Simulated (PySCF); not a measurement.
Excitation energy of Ti by level of theory

Ti [Ar] 3d2 4s2 (3F) → Ti [Ar] 3d1 4s2 5s1 (3D), as a difference of total energies. Computed with PySCF 2.14 in x2c-TZVPPall with one added diffuse shell each of s, p, d, f type (7s6p5d3f1g, 80 functions), with the spin-free X2C one-electron Hamiltonian (Gaussian nucleus). Correlated levels: valence: [Ar] frozen; valence and next inner shell: [Ne] frozen. The calculations carry no spin-orbit coupling.

| method | excitation energy (eV) |
| --- | --- |
| UHF | 7.126 |
| LDA | 8.166 |
| PBE | 8.073 |
| PBE0 | 7.968 |
| r2SCAN | 8.414 |
| wB97X | 7.986 |
| TPSS | 8.226 |
| B97-3 | 8.003 |
| MP2 (valence) | 7.189 |
| SCS-MP2 (valence) | 7.084 |
| MP2 (valence and next inner shell) | 7.287 |
| SCS-MP2 (valence and next inner shell) | 7.218 |

Task: How much does correlation contribute at MP2 (valence and next inner shell)?

Result: 7.287 − (7.126) = 0.161 eV, measured against UHF.

The upper state lies above the first ionisation limit, where it may autoionise and the basis confines it. A Rydberg-like electron needs more diffuse functions than a valence basis has.

The promoted electron is Rydberg-like, and one or two diffuse shells describe it only roughly, which tends to raise the upper state.
